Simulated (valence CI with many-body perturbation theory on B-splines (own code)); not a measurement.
The numbers below are computed, except where a source is named.
# Pm38+ in three bases

Method: valence CI with perturbative core correlation (CI+MBPT): five valence electrons over a frozen Dirac-Fock core [Ar], a basis of 7 s, 7 p, 8 d, 6 f, 4 g, 1 h functions for each j, with the one-electron correlation potential Σ1 (screened to all orders), the two-electron term Σ2, the three-electron term Σ3, Breit, model QED; selected single and double excitations, second order for the rest, scaled by the run's own slope (own B-spline code, finite nucleus).

No measured spectrum was set against this ion. As an estimate, large intervals hold to a few tenths of a per cent, small ones and those within an open d or f shell to about a per cent. Among the levels kept, up to 670 cm⁻¹ of a level comes from second order outside the variational space, and about a tenth of that is noise between levels of different J, which matters for small intervals. Only levels of the ground parity were solved; by the run's estimate the other parity begins above the list, which can be wrong where configurations are misplaced.

The reference run has the lowest level (3d3/2^4 3d5/2) J=5/2 and an ionisation energy of 2755.45 eV. Its largest variational space holds 20433 state functions.

Levels are named by their leading jj configuration (3d3/2^4 stands for four electrons in 3d with j = 3/2), which in mixed levels can hold well under half, so a name can repeat and another be missing. Letters in brackets count levels of one name in rising energy.

Changed runs:
A. basis 6 s, 6 p, 5 d, 5 f, 1 g
B. basis 5 s, 5 p, 4 d, 4 f

Excitation energies of the reference run in cm⁻¹, and shifts in cm⁻¹:

```tsv
Level	Reference	A	B
(3d3/2^3 3d5/2^2) J=5/2 [a]	155001	-129	-140
(3d3/2^3 3d5/2^2) J=7/2 [a]	231941	+61	+581
(3d3/2^3 3d5/2^2) J=3/2 [a]	239606	+37	+480
(3d3/2^3 3d5/2^2) J=11/2	242430	+92	+580
(3d3/2^3 3d5/2^2) J=9/2	269478	+79	+801
(3d3/2^3 3d5/2^2) J=5/2 [b]	283635	+58	+831
(3d3/2^3 3d5/2^2) J=1/2	294891	+55	+705
(3d3/2^3 3d5/2^2) J=7/2 [b]	321113	+207	+1261
(3d3/2^2 3d5/2^3) J=5/2 [a]	384279	-21	+293
(3d3/2^3 3d5/2^2) J=3/2 [b]	395072	+250	+1236
(3d3/2^2 3d5/2^3) J=7/2 [a]	426783	-42	+531
(3d3/2^2 3d5/2^3) J=11/2	433284	+8.4	+497
Ionisation energy (eV)	2755.45	-0.10	-0.18
```
